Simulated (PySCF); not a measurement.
ClRb, charge -1, doublet, at a GFN2-xTB geometry (such geometries of metal compounds can be far from the true shape) (a state made from the parent by changing its charge; the spin is typed, not shown lowest) (core potentials on Rb), with bond 2-1 at 2.0 times its length; B3LYP/def2-SVP run with PySCF.

PySCF was given this input:
```python
from pyscf import gto, scf, dft

mol = gto.Mole()
mol.atom = '''
    Rb   -0.00000000   -0.00000000   -1.23734053
    Cl    0.00000000    0.00000000    6.62341109
'''
mol.basis = 'def2-svp'
mol.ecp = {'Rb': 'def2-svp'}
mol.charge = -1
mol.spin = 1
mol.verbose = 4
mol.build()

mf = dft.UKS(mol)
mf.xc = 'b3lyp'
mf.init_guess = 'sap'
mf.kernel()
```

What the program printed (banner, timings and long lists left out):

```
PySCF version 2.14.0

[INPUT] verbose = 4
[INPUT] num. atoms = 2
[INPUT] num. electrons = 27
[INPUT] charge = -1
[INPUT] spin (= nelec alpha-beta = 2S) = 1
[INPUT] symmetry False subgroup None
[INPUT] Mole.unit = angstrom
[INPUT] Symbol           X                Y                Z      unit          X                Y                Z       unit  Magmom
[INPUT]  1 Rb     0.000000000000   0.000000000000  -1.237340530000 AA    0.000000000000   0.000000000000  -2.338234724524 Bohr   0.0
[INPUT]  2 Cl     0.000000000000   0.000000000000   6.623411090000 AA    0.000000000000   0.000000000000  12.516432970507 Bohr   0.0

nuclear repulsion = 10.2997928422982
number of shells = 18
number of NR pGTOs = 71
number of NR cGTOs = 42
basis = def2-svp
ecp = {'Rb': 'def2-svp'}

******** <class 'pyscf.dft.uks.UKS'> ********
method = UKS
initial guess = sap
damping factor = 0
level_shift factor = 0
DIIS = <class 'pyscf.scf.diis.CDIIS'>
diis_start_cycle = 1
diis_space = 8
diis_damp = 0
SCF conv_tol = 1e-09
SCF conv_tol_grad = None
SCF max_cycles = 50
direct_scf = True
direct_scf_tol = 1e-13
number electrons alpha = 14  beta = 13
XC library pyscf.dft.libxc version 7.1.2
    S. Lehtola, C. Steigemann, M. J. T. Oliveira, and M. A. L. Marques,  SoftwareX 7, 1–5 (2018)
XC functionals = b3lyp
    P. J. Stephens, F. J. Devlin, C. F. Chabalowski, and M. J. Frisch,  J. Phys. Chem. 98, 11623 (1994)
radial grids:
    Treutler-Ahlrichs [JCP 102, 346 (1995); DOI:10.1063/1.469408] (M4) radial grids

becke partition: Becke, JCP 88, 2547 (1988); DOI:10.1063/1.454033
pruning grids: <function nwchem_prune>
grids dens level: 3
symmetrized grids: False
atomic radii adjust function: <function treutler_atomic_radii_adjust>
small_rho_cutoff = 0
Set gradient conv threshold to 3.16228e-05
Initial guess from superposition of atomic potentials (doi:10.1021/acs.jctc.8b01089)
This is the Gaussian fit version as described in doi:10.1063/5.0004046.
Found SAP basis sapgrasplarge

WARN: SAP basis coefficients must be equal or closeto total electronic charge: -54.0 !≃ 27
Check fails with value 27.0

tot grids = 40792
init E= -440.518922792063

cycle= 1 E= -405.166924461343  delta_E= 35.4  |g|= 3.24  |ddm|= 20.1
cycle= 2 E= -422.699628607216  delta_E= -17.5  |g|= 2.43  |ddm|= 17.6

cycle= 3 E= -461.184517356206  delta_E= -38.5  |g|= 1.86  |ddm|= 8.79
cycle= 4 E= -483.533965384499  delta_E= -22.3  |g|= 0.932  |ddm|= 8.01

cycle= 5 E= -427.831900391859  delta_E= 55.7  |g|= 3.56  |ddm|= 6.51
cycle= 6 E= -458.935142243355  delta_E= -31.1  |g|= 2.22  |ddm|=   11
cycle= 7 E= -459.030757304519  delta_E= -0.0956  |g|= 2.25  |ddm|= 0.506
cycle= 8 E= -459.277211498764  delta_E= -0.246  |g|= 2.23  |ddm|= 1.03
cycle= 9 E= -459.241826136994  delta_E= 0.0354  |g|= 2.23  |ddm|= 0.211
cycle= 10 E= -459.268140935092  delta_E= -0.0263  |g|= 2.27  |ddm|= 0.357

cycle= 11 E= -433.696573802658  delta_E= 25.6  |g|= 3.04  |ddm|= 15.3

cycle= 12 E= -433.672856345803  delta_E= 0.0237  |g|= 3.03  |ddm|= 2.04
cycle= 13 E= -427.354431154971  delta_E= 6.32  |g|= 3.53  |ddm|= 10.7
cycle= 14 E= -427.346812425406  delta_E= 0.00762  |g|= 3.53  |ddm|= 0.00475
cycle= 15 E= -461.398730689618  delta_E= -34.1  |g|= 2.17  |ddm|=   13
cycle= 16 E= -482.912712101386  delta_E= -21.5  |g|= 1.11  |ddm|= 11.4
cycle= 17 E= -452.664371129544  delta_E= 30.2  |g|= 2.73  |ddm|= 9.23
cycle= 18 E= -452.717015144764  delta_E= -0.0526  |g|= 2.72  |ddm|= 0.0657
cycle= 19 E= -453.37777203708  delta_E= -0.661  |g|= 2.82  |ddm|= 1.05

cycle= 20 E= -453.413563408916  delta_E= -0.0358  |g|= 2.84  |ddm|= 2.15

cycle= 21 E= -472.089242144102  delta_E= -18.7  |g|= 2.11  |ddm|= 8.95

cycle= 22 E= -475.611381181566  delta_E= -3.52  |g|= 2.14  |ddm|= 1.72
cycle= 23 E= -483.957139665359  delta_E= -8.35  |g|= 0.518  |ddm|= 13.1
cycle= 24 E= -484.113812764492  delta_E= -0.157  |g|= 0.277  |ddm|= 2.11
cycle= 25 E= -484.168431626209  delta_E= -0.0546  |g|= 0.169  |ddm|= 1.78

cycle= 26 E= -484.065233628856  delta_E= 0.103  |g|= 0.262  |ddm|= 1.58
cycle= 27 E= -484.193137802132  delta_E= -0.128  |g|= 0.0675  |ddm|= 1.16
cycle= 28 E= -484.075820765482  delta_E= 0.117  |g|= 0.234  |ddm|=  1.1
cycle= 29 E= -484.079999013624  delta_E= -0.00418  |g|= 0.225  |ddm|= 0.0485
cycle= 30 E= -484.07798297941  delta_E= 0.00202  |g|= 0.229  |ddm|= 0.0273
cycle= 31 E= -484.076862616779  delta_E= 0.00112  |g|= 0.232  |ddm|= 0.0165
cycle= 32 E= -484.079883781269  delta_E= -0.00302  |g|= 0.225  |ddm|= 0.057
cycle= 33 E= -484.194074348372  delta_E= -0.114  |g|= 0.0603  |ddm|= 1.08
cycle= 34 E= -484.195132407258  delta_E= -0.00106  |g|= 0.0517  |ddm|= 0.0825

cycle= 35 E= -484.196851903172  delta_E= -0.00172  |g|= 0.0406  |ddm|= 0.0797

cycle= 36 E= -484.197430961302  delta_E= -0.000579  |g|= 0.039  |ddm|= 0.0352
cycle= 37 E= -484.070989058426  delta_E= 0.126  |g|= 0.242  |ddm|= 1.07
cycle= 38 E= -484.074848174907  delta_E= -0.00386  |g|= 0.235  |ddm|= 0.0414
cycle= 39 E= -484.074225327148  delta_E= 0.000623  |g|= 0.236  |ddm|= 0.037
cycle= 40 E= -484.07309710631  delta_E= 0.00113  |g|= 0.238  |ddm|= 0.0753
cycle= 41 E= -484.072915094144  delta_E= 0.000182  |g|= 0.238  |ddm|= 0.0102
cycle= 42 E= -484.080662286273  delta_E= -0.00775  |g|= 0.222  |ddm|= 0.0898
cycle= 43 E= -484.19550322001  delta_E= -0.115  |g|= 0.0478  |ddm|= 1.05
cycle= 44 E= -484.195107391301  delta_E= 0.000396  |g|= 0.0529  |ddm|= 0.0376
cycle= 45 E= -484.196373001305  delta_E= -0.00127  |g|= 0.0426  |ddm|= 0.0549
cycle= 46 E= -484.073017035208  delta_E= 0.123  |g|= 0.238  |ddm|= 1.07
cycle= 47 E= -484.070779375599  delta_E= 0.00224  |g|= 0.242  |ddm|= 0.0518
cycle= 48 E= -484.068456028549  delta_E= 0.00232  |g|= 0.247  |ddm|= 0.138
cycle= 49 E= -484.068042270547  delta_E= 0.000414  |g|= 0.247  |ddm|= 0.0447
cycle= 50 E= -484.067831224145  delta_E= 0.000211  |g|= 0.248  |ddm|= 0.00271
SCF not converged.
SCF energy = -484.067831224145 after 50 cycles  <S^2> = 0.7560616  2S+1 = 2.0060524
```

The run did not converge; its last values are not results.
